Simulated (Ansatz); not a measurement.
`N[Si](F)(Cl)Cl` + HCl → `F[Si](Cl)(Cl)Cl` + NH₃  (ligand exchange at the Si–N bond)

Program: Ansatz. Geometries: PBE0-D4/def2-TZVP. ΔE: electronic, gas phase. CCSD(T)/CBS is the MP2 limit (def2-TZVPP, def2-QZVPP) plus CCSD(T) − MP2 in def2-TZVPP, frozen cores. This one scheme is used for every species. Functionals use def2-TZVPP. B3LYP here is the variant with VWN-RPA as its local correlation; programs differ in this. Each species was taken in one conformer, which may not be the lowest.

```csv
level,ΔE (kcal/mol),difference from CCSD(T)/CBS
revPBE-D4,-6.2,-1.4
r2SCAN-D4,-5.4,-0.6
B3LYP-D4,-4.6,0.2
CAM-B3LYP-D4,-3.3,1.5
PBE-QIDH,-4.8,0.0
r2SCAN0,-4.8,0.0
HF/def2-SVP,-2.2,2.6
MP2/def2-TZVPP,-5.0,-0.2
SCS-MP2/def2-TZVPP,-4.5,0.3
CCSD(T)/def2-TZVPP,-4.1,0.7
CCSD(T)/CBS,-4.8,0
```

Largest T1 diagnostic among the species: 0.010.

At CCSD(T), def2-SVP lies +0.9 kcal/mol from the extrapolated value and def2-TZVPP +0.7 kcal/mol. In def2-TZVPP, CCSD(T) changes the Hartree–Fock value by −1.1 kcal/mol (the triples alone add −0.5 kcal/mol) and MP2 by −2.0 kcal/mol. Leaving LDA and LC-ωPBE aside and taking each functional with its dispersion term where it has one, the values spread over 2.9 kcal/mol, from revPBE-D4 to CAM-B3LYP-D4. LDA lies +2.3 kcal/mol from PBE without D4.
